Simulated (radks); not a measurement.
Values are calculated unless marked as measured or tabulated.
The caesium ion Cs45+, 10 electrons, occupied as [Ne].

Level of theory: Dirac Kohn-Sham, PBE, spin-unpolarised, spherical densities, finite nucleus; Fermi nuclear charge, rms radius 4.8041 fm (a radial shooting solver on a logarithmic mesh with Libxc functionals).

Energy parts (hartree):
part                       energy
total                  -5791.8236
kinetic                 6246.2983
electron-nucleus      -12510.1213
Hartree                  567.5897
exchange-correlation     -95.5903

Orbitals (lengths in bohr, moments of r in powers of bohr):
orbital,occ.,eigenvalue (hartree),<r^4>,<1/r>,<r>,small-component weight
1s1/2,2,-1429.661,2.234e-06,59.44,0.02608,4.13e-02
2s1/2,2,-313.7046,0.0003403,14.21,0.1095,9.22e-03
2p1/2,2,-303.2591,0.0002124,14.14,0.09200,9.18e-03
2p3/2,4,-289.7441,0.0002558,12.97,0.09756,8.72e-03
3s1/2,0,-129.7404,0.008802,5.872,0.2613,3.67e-03
3p1/2,0,-126.2307,0.007507,5.812,0.2468,3.62e-03
3p3/2,0,-122.6170,0.008441,5.498,0.2548,3.50e-03

The highest occupied level is 2p3/2 at -7884.3 eV. Summed over all electrons, <r^2> = 0.09702 bohr^2, which gives a Langevin (diamagnetic) susceptibility term of -0.0768 x 10^-6 cm^3/mol. The electron density at the nucleus is 2.897e+05 e/bohr^3.
